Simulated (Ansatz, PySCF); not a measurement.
C3H7NSi, SMILES [SiH3]C1=NCC1. Atoms are numbered in the order given.

```xyz
12

Si     1.8237     0.1950    -0.0055
C     -0.0593     0.0626     0.0332
N     -0.7911    -0.1417     1.0795
C     -2.0218    -0.1038     0.2663
C     -1.1637     0.1407    -0.9955
H      2.2154     1.5282    -0.5577
H      2.3638     0.0280     1.3724
H      2.3761    -0.8598    -0.9100
H     -2.5832    -1.0518     0.2998
H     -2.7014     0.7123     0.5611
H     -1.1706    -0.6547    -1.7576
H     -1.2895     1.1139    -1.4959
```

Geometry optimised at PBE0-D3(BJ)/def2-SVP. This is a generated structure with no PubChem entry under its InChIKey; it may be hypothetical.

Two levels are set side by side: PBE-D3(BJ)/def2-SVP (Ansatz, an electronic-structure program) and PBE0-D3(BJ)/def2-SVP (Ansatz). Each level has its own optimised geometry; the coordinates shown are those of the second. Frequencies come from the Hessian of PySCF at each geometry. Differences are taken from unrounded values.

```json
[
 {"quantity": "mean bond length (Å)", "PBE0-D3(BJ)": "1.383", "PBE-D3(BJ)": "1.394", "PBE-D3(BJ) minus PBE0-D3(BJ)": "0.010"},
 {"quantity": "bond Si1–C2 (Å)", "PBE0-D3(BJ)": "1.888", "PBE-D3(BJ)": "1.896", "PBE-D3(BJ) minus PBE0-D3(BJ)": "0.008"},
 {"quantity": "bond C2–N3 (Å)", "PBE0-D3(BJ)": "1.293", "PBE-D3(BJ)": "1.309", "PBE-D3(BJ) minus PBE0-D3(BJ)": "0.016"},
 {"quantity": "bond C2–C5 (Å)", "PBE0-D3(BJ)": "1.511", "PBE-D3(BJ)": "1.519", "PBE-D3(BJ) minus PBE0-D3(BJ)": "0.008"},
 {"quantity": "bond N3–C4 (Å)", "PBE0-D3(BJ)": "1.476", "PBE-D3(BJ)": "1.492", "PBE-D3(BJ) minus PBE0-D3(BJ)": "0.016"},
 {"quantity": "bond C4–C5 (Å)", "PBE0-D3(BJ)": "1.545", "PBE-D3(BJ)": "1.555", "PBE-D3(BJ) minus PBE0-D3(BJ)": "0.010"},
 {"quantity": "bond Si1–H6 (Å)", "PBE0-D3(BJ)": "1.495", "PBE-D3(BJ)": "1.506", "PBE-D3(BJ) minus PBE0-D3(BJ)": "0.011"},
 {"quantity": "bond Si1–H7 (Å)", "PBE0-D3(BJ)": "1.489", "PBE-D3(BJ)": "1.500", "PBE-D3(BJ) minus PBE0-D3(BJ)": "0.011"},
 {"quantity": "bond Si1–H8 (Å)", "PBE0-D3(BJ)": "1.495", "PBE-D3(BJ)": "1.506", "PBE-D3(BJ) minus PBE0-D3(BJ)": "0.011"},
 {"quantity": "bond C4–H9 (Å)", "PBE0-D3(BJ)": "1.102", "PBE-D3(BJ)": "1.111", "PBE-D3(BJ) minus PBE0-D3(BJ)": "0.009"},
 {"quantity": "bond C4–H10 (Å)", "PBE0-D3(BJ)": "1.102", "PBE-D3(BJ)": "1.111", "PBE-D3(BJ) minus PBE0-D3(BJ)": "0.009"},
 {"quantity": "bond C5–H11 (Å)", "PBE0-D3(BJ)": "1.102", "PBE-D3(BJ)": "1.110", "PBE-D3(BJ) minus PBE0-D3(BJ)": "0.009"},
 {"quantity": "bond C5–H12 (Å)", "PBE0-D3(BJ)": "1.102", "PBE-D3(BJ)": "1.110", "PBE-D3(BJ) minus PBE0-D3(BJ)": "0.009"},
 {"quantity": "highest harmonic wavenumber (cm⁻¹)", "PBE0-D3(BJ)": "3148", "PBE-D3(BJ)": "3051", "PBE-D3(BJ) minus PBE0-D3(BJ)": "-97"},
 {"quantity": "mean harmonic wavenumber (cm⁻¹)", "PBE0-D3(BJ)": "1321", "PBE-D3(BJ)": "1272", "PBE-D3(BJ) minus PBE0-D3(BJ)": "-48"},
 {"quantity": "zero-point energy (kcal/mol)", "PBE0-D3(BJ)": "56.64", "PBE-D3(BJ)": "54.56", "PBE-D3(BJ) minus PBE0-D3(BJ)": "-2.08"}
]
```

GGA bonds tend to be longer and softer than those of functionals with exact exchange. Differences between two approximate levels are no errors against the true value.
